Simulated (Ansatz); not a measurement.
Computed with Ansatz on PBE0-D4/def2-TZVP structures; ΔE is electronic, products minus reactants. CBS: MP2 limit from def2 TZ/QZ plus the TZ coupled-cluster correction, frozen cores. This one scheme is used for every species. Functionals use def2-TZVPP. One conformer a species, not always the lowest.

`O[SiH2][SiH]([SiH3])Cl` + CH₄ → `C[SiH](Cl)[SiH2]O` + SiH₄  (formal exchange of groups at the Si–Si bond)

`O[SiH2][SiH]([SiH3])Cl`:

Cartesian coordinates in Å:
```
O 2.180 -0.566 1.992
Si 0.774 0.200 1.600
Si -0.089 -0.739 -0.373
Si -1.613 0.598 -1.540
Cl 1.606 -0.993 -1.569
H 2.783 -0.750 1.268
H -0.148 0.027 2.749
H 0.980 1.657 1.362
H -0.653 -2.099 -0.151
H -2.010 -0.055 -2.814
H -0.990 1.915 -1.829
H -2.821 0.805 -0.695
```

CH₄:

Cartesian coordinates in Å:
```
C 0.000 0.000 0.000
H -0.008 -0.564 0.932
H 0.098 1.063 0.219
H -0.931 -0.175 -0.539
H 0.841 -0.324 -0.613
```

`C[SiH](Cl)[SiH2]O`:

Cartesian coordinates in Å:
```
C 0.246 1.911 -0.167
Si -0.761 0.420 0.319
Cl -0.509 0.099 2.366
Si -0.026 -1.608 -0.609
O 1.350 -2.065 0.184
H -0.060 2.788 0.408
H 1.309 1.734 0.007
H 0.101 2.126 -1.229
H -2.211 0.679 0.109
H -1.109 -2.625 -0.484
H 0.342 -1.480 -2.043
H 1.329 -1.979 1.140
```

SiH₄:

Z-matrix (Å, degrees):
```
Si
H 1 1.485
H 1 1.485 2 109.5
H 1 1.485 2 109.5 3 -120.0
H 1 1.485 2 109.5 3 120.0
```

Question: Is it downhill or uphill in electronic energy at CCSD(T)/CBS, and by how much? (Estimate.)

Answer: Computed: Uphill: ΔE = +0.05 eV.

Question: What do these levels give: r2SCAN, HF/def2-TZVPP, MP2/def2-TZVPP, CCSD(T)/def2-TZVPP, MP2/def2-QZVPP, HF/CBS(def2)? (Best estimate.)

Answer: The calculation gave: r2SCAN 0.09, HF/def2-TZVPP -0.05, MP2/def2-TZVPP -0.02, CCSD(T)/def2-TZVPP 0.03, MP2/def2-QZVPP -0.01, HF/CBS(def2) -0.06 eV.

Largest T1 diagnostic among the species: 0.012.

In def2-TZVPP, CCSD(T) changes the Hartree–Fock value by +0.08 eV (the triples alone add +0.02 eV) and MP2 by +0.03 eV. From PBE to PBE0 (25 % exact exchange), in def2-TZVPP and without D4, ΔE moves by −0.04 eV.
